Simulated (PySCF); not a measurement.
**Spin-orbit coupling and the third ionisation energy along the second row**

Two-component X2C-1e calculated with PySCF 2.14: MP2 on generalised Hartree-Fock spinors (GMP2), with spin-orbit coupling off and on (screened by Boettger's factors); no Breit or QED terms. Values in eV; the references (NIST) lie between the lowest levels. Elements whose determinants are no pure J levels are left out.

| element | configurations | spin-free | with spin-orbit | shift | reference |
| --- | --- | --- | --- | --- | --- |
| B (x2c-SVPall-2c, 1s2 frozen) | [He] 2s1 → 1s2 | 37.320 | 37.320 | 0.000 | 37.931 |
| C (x2c-SVPall-2c, 1s2 frozen) | [He] 2s2 → [He] 2s1 | 46.564 | 46.564 | 0.000 | 47.888 |
| N (x2c-SVPall-2c, 1s2 frozen) | [He] 2s2 2p1 → [He] 2s2 | 47.501 | 47.514 | 0.013 | 47.445 (s) |
| Ne (x2c-SVPall-2c, 1s2 frozen) | [He] 2s2 2p4 → [He] 2s2 2p3 | 62.542 | 62.579 | 0.038 | 63.423 |

What remains against the references is mostly the basis and correlation beyond MP2. References marked (s) are semi-empirical, (t) theoretical.
